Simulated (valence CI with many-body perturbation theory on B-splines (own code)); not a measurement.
Values are calculated unless marked as measured or tabulated.
Cs¹⁶⁺: magnetic and hyperfine properties of the levels

Method: valence CI with perturbative core correlation (CI+MBPT): three valence electrons over a frozen Dirac-Fock core [Kr], a basis of 9 s, 9 p, 10 d, 8 f, 5 g, 3 h, 1 i functions for each j, with the one-electron correlation potential Σ1, the two-electron term Σ2, the three-electron term Σ3, Breit, model QED; selected CI, second order for the rest (own B-spline code, finite nucleus).

No measured levels were compared; by estimate terms of the open shell hold to 2 to 4 % of their energy, and close levels can change places. Only levels of the ground parity were solved; by the run's estimate the other parity begins above the list, which can be wrong where configurations are misplaced.

A/g_I is the dipole constant over the nuclear g factor μ/I (μ in nuclear magnetons, uniformly magnetised nucleus), B/Q the quadrupole constant per barn. Both hold the static response of the core; the bare values leave it out. Large factors of s and p1/2 electrons are usually good to 5 to 10 %; those of open d and f shells near neutrality can be off by tens of per cent, and small factors of p3/2, d and f electrons come from cancelling terms and can be off by a factor of two or in sign, in half-filled shells by more. B is blank for J = 1/2, where it vanishes, and for nearly pure S terms. Energies count from the lowest level.

Names give the largest LS component (configuration and term), which can be under half, so a name can repeat, a term be missing and a line seem to break the LS rules; names also repeat where a configuration has a term twice. Letters in brackets count levels of one name in rising energy.

```
         Level  E (cm⁻¹)      g  A/g_I (MHz)  A/g_I bare  B/Q (MHz/b)  B/Q bare
    4d3 4F_3/2       0.0  0.487         6420        5760        -2150     -2030
    4d3 4F_5/2     13519  1.036         3390        3340        -1550     -1470
    4d3 4F_7/2     24055  1.186         2890        3000        -1090     -1040
    4d3 4F_9/2     30616  1.205         3140        3270          467       420
    4d3 4P_3/2     31072  1.404         2430        2780        -2170     -2050
    4d3 4P_1/2     35807  2.140        -3980       -2800                       
    4d3 2G_7/2     48304  0.950         3690        3550         1820      1720
    4d3 2H_9/2     50137  1.073         3200        3190         3680      3460
    4d3 4P_5/2     51987  1.555          552        1070         3540      3330
4d3 2D_3/2 [a]     59442  1.170         3070        3160        -3700     -3490
    4d3 2P_1/2     63211  1.194         -501        -355                       
   4d3 2H_11/2     66803  1.090         3250        3260         8030      7570
4d3 2D_5/2 [a]     72959  1.205         2760        2900        -1410     -1330
    4d3 2G_9/2     77923  1.073         2660        2650         2500      2360
    4d3 2F_5/2     83238  0.915         3050        2880         4840      4570
    4d3 2F_7/2     84971  1.129         3210        3260         2040      1930
    4d3 2P_3/2     87327  1.192         2660        2780          651       612
4d3 2D_3/2 [b]    125730  0.807         5400        5090         4630      4360
4d3 2D_5/2 [b]    128600  1.170         2400        2500         2950      2790
```

Take the isotope of mass number 134, with I = 4, μ = 2.9893 μN and Q = 0.37 b. What is the hyperfine structure of 4d3 4F_3/2?

From the table A = 4800 MHz, B = -795 MHz. Shifts from the centre of gravity in MHz: F = 5/2: -36400, F = 7/2: -19000, F = 9/2: 2750, F = 11/2: 28600.
